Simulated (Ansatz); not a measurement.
Ansatz (an electronic-structure program) job for Si(OH)3(PH2) (H₅O₃PSi), SMILES O[Si](O)(O)P, PBE/def2-SVPD. Coordinates come from a B3LYP-D3(BJ)/def2-SVP optimisation. The structure was generated by enumeration, and PubChem lists no compound with its InChIKey, so it may never have been made. Other conformers were not sampled.

Ansatz 0.2 input:
```yaml
crystal:
  periodic: [false, false, false]
  atoms:
    - {symbol: O, position_ang: [-0.59876118, -0.30051335, 1.67516201]}
    - {symbol: Si, position_ang: [-0.34630143, -0.16412783, 0.04375628]}
    - {symbol: O, position_ang: [-1.49807191, 0.75120050, -0.73518945]}
    - {symbol: O, position_ang: [-0.48513522, -1.68269476, -0.60370681]}
    - {symbol: P, position_ang: [1.69792152, 0.73762812, -0.29766401]}
    - {symbol: H, position_ang: [-1.30118459, -0.91323624, 1.93151169]}
    - {symbol: H, position_ang: [-1.55952420, 1.68423330, -0.49990481]}
    - {symbol: H, position_ang: [-0.73830321, -1.72922303, -1.53335664]}
    - {symbol: H, position_ang: [2.26149791, 0.10944388, 0.85399035]}
    - {symbol: H, position_ang: [1.37265766, 1.93821098, 0.41000582]}
basis:
  gaussian:
    orbitals: def2-SVPD
hamiltonian:
  xc: {name: PBE}
```

It prints:

```
WARN ansatz: RAYON_NUM_THREADS=1 ignored (pool sized by the plan → 1); use --threads N
Functional definition: PBE
integrals: 0.09 GiB planned
1336 factors; their error is unknown
mean field: 0.60 GiB planned
mean field evaluation 1: about -23352.6655 eV, gradient 9.6e1 eV
mean field evaluation 2: about -23275.6025 eV, gradient 2.1e2 eV
mean field evaluation 4: about -23368.2921 eV, gradient 1.2e1 eV
mean field evaluation 8: about -23368.7455 eV, gradient 6.6e-2 eV
mean field evaluation 16: about -23368.6966 eV, gradient 7.9e-5 eV
mean field -23368.69664462 eV, -858.7837618181 hartree, gradient 7.9e-5 eV, S^2 0.000000; 0 other end points of the search recorded, 0 dependent functions left out
reference -23368.69669782 eV, -858.7837637732 hartree; 29, 29 occupied and 128, 128 virtual orbitals, 1336 factors
Total energy: -23368.69669782 eV, -858.7837637732 hartree
```

The run converged.
